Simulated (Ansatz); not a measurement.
Cartesian coordinates in Å:
```
N -0.787 -0.355 1.233
Mo 0.298 0.202 0.020
N 0.738 -1.095 -1.015
O -0.567 1.503 -1.029
Cl 2.182 0.956 1.063
H -1.289 -1.090 1.713
H 0.773 -2.064 -1.301
H -1.349 1.943 -0.684
```

Total charge 0; spin multiplicity 1. Mo takes the def2 core potential.

Problem. List the B3LYP/def2-TZVPP orbital energies in eV (Ansatz 0.2.0). (Estimate.)

Solution. Computed: Occupied: -2762.13, -521.17, -390.10, -389.95, -256.88, -195.86, -195.79, -195.76, -72.53, -45.58, -45.37, -45.18, -27.14, -21.97, -21.74, -21.67, -14.23, -13.42, -13.10, -10.93, -10.77, -10.42, -9.77, -9.13, -8.81, -8.48, -8.04, -7.84. Lowest empty: -2.18, -1.80, -1.37, -0.98, -0.27, -0.11, 0.66, 1.01.

B3LYP here is the variant with VWN-RPA as its local correlation; programs differ in this.
